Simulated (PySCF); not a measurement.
One of the candidates below gave these computed data.

All candidates are C6H4F3N.

| technique | computed result |
| --- | --- |
| UV, strongest line | among the 8 lowest singlet transitions: S5 at 6.59 eV (188 nm, f = 0.062) [TDDFT PBE0/def2-SVPD] |
| UV, first state | lowest singlet excitation: 5.01 eV (247 nm, f = 0.001) [TDDFT PBE0/def2-SVPD] |
| Triplet | lowest triplet excitation (Tamm–Dancoff): 4.19 eV [TDA PBE0/def2-SVPD] |
| NMR, other nuclei | isotropic shieldings of nuclei other than C and H, by class: -116 (1 N), 276 (1 F), 293 (1 F), 373 (1 F) ppm [GIAO PBE0/pcSseg-1] |
| Polarisability | 79.4 au [PBE0/def2-SVPD] |
| 13C NMR | chemical shifts (computed TMS as zero) by class: 167.6 (1 C), 160.7 (1 C), 136.8 (1 C), 88.5 (1 C), 78.9 (1 C), 58.1 (1 C) ppm [GIAO PBE0/pcSseg-1] |
| Rotational structure | rotational constants A, B, C: 2.121, 0.834, 0.804 GHz [GFN2-xTB] |

Gas-phase values; electronic properties from PySCF, density fitting. Levels stand in brackets. One conformer (not necessarily the lowest) at the GFN2-xTB geometry, without solvent, vibrations or thermal averaging. NMR classes are plain means over equivalent atoms (diastereotopic ones count apart unless rotation or inversion swaps them), as if these changed places fast.

Question: Which candidate is it?
A. `N#C[C@H]1CC=C1C(F)(F)F`
B. `[H]/N=C(\C(=C)C#C)C(F)(F)F`
C. `C[C@H](C#CC#N)C(F)(F)F`
D. `C#C[C@@H](N=C)C(F)=C(F)F`

Answer: D. It is `C#C[C@@H](N=C)C(F)=C(F)F`. Numbering: `[CH:1]#[C:2][C@@H:3]([N:4]=[CH2:5])[C:6]([F:7])=[C:8]([F:9])[F:10]`. Its formula, C6H4F3N, gives 4 degrees of unsaturation: 0 rings and 4 π bonds in the structure found. 6 carbons fall into 6 classes; from least to most shielded: =CF2 carbon [C8] (167.6 ppm), imine carbon [C5] (160.7 ppm), vinylic C–F carbon [C6] (136.8 ppm), terminal alkyne carbon [C1] (88.5 ppm), alkyne carbon [C2] (78.9 ppm), sp3 carbon bound to nitrogen [C3] (58.1 ppm). The other shieldings belong to: -116 ppm, imine nitrogen [N4]; 276 ppm, vinyl fluorine [F9]; 293 ppm, vinyl fluorine [F10]; 373 ppm, vinyl fluorine [F7]. S1 is mainly HOMO−1→LUMO (weight 0.93); the largest Löwdin shares of the orbital it empties are 0.56 on the imine nitrogen, 0.13 on the imine carbon, 0.07 on the sp3 carbon bound to nitrogen and 0.06 on the alkyne carbon, of the orbital it fills 0.35 on the imine carbon, 0.31 on the imine nitrogen and 0.06 on each of 2 atoms of one kind (hydrogen on a C=N carbon). The optimised geometry has point group C1 and is an asymmetric top.

The others, at the same levels:
- `[H]/N=C(\C(=C)C#C)C(F)(F)F` fails: its computed 13C shifts are 164.2 (1 C), 143.7 (1 C), 129.8 (1 C), 127.3 (1 C), 93.0 (1 C), 82.7 (1 C) ppm and rotational constant A is 2.598 GHz (against 2.121 GHz).
- `C[C@H](C#CC#N)C(F)(F)F` fails: its computed 13C shifts are 134.6 (1 C), 110.9 (1 C), 84.2 (1 C), 68.0 (1 C), 36.0 (1 C), 16.6 (1 C) ppm, rotational constant A is 2.715 GHz (against 2.121 GHz) and smallest rotational constant is 0.603 GHz (against 0.804 GHz).
- `N#C[C@H]1CC=C1C(F)(F)F` fails: its computed 13C shifts are 152.4 (1 C), 142.6 (1 C), 128.1 (1 C), 121.6 (1 C), 36.0 (1 C), 28.3 (1 C) ppm, lowest singlet excitation is 6.88 eV (180 nm, f = 0.077) (against 5.01 eV) and static isotropic polarisability is 71.6 au (against 79.4 au).

Each candidate is one conformer, not necessarily the lowest. Dipoles, sizes and rotational constants follow the conformer. The torsions of the flexible species, by atom-mapped SMILES:
- `[CH:1]#[C:2][C@@H:3]([N:4]=[CH2:5])[C:6]([F:7])=[C:8]([F:9])[F:10]`: C2–C3–N4–C5 9°, C2–C3–C6–F7 -60°
- `[H]/[N:6]=[C:5](\[C:3]([C:2]#[CH:1])=[CH2:4])[C:7]([F:8])([F:9])[F:10]`: C2–C3–C5–N6 0°, C3–C5–C7–F8 -59°
- `[CH3:1][C@H:2]([C:3]#[C:4][C:5]#[N:6])[C:7]([F:8])([F:9])[F:10]`: C1–C2–C7–F8 -178°
- `[N:1]#[C:2][C@H:3]1[CH2:4][CH:5]=[C:6]1[C:7]([F:8])([F:9])[F:10]`: C5–C6–C7–F8 120°
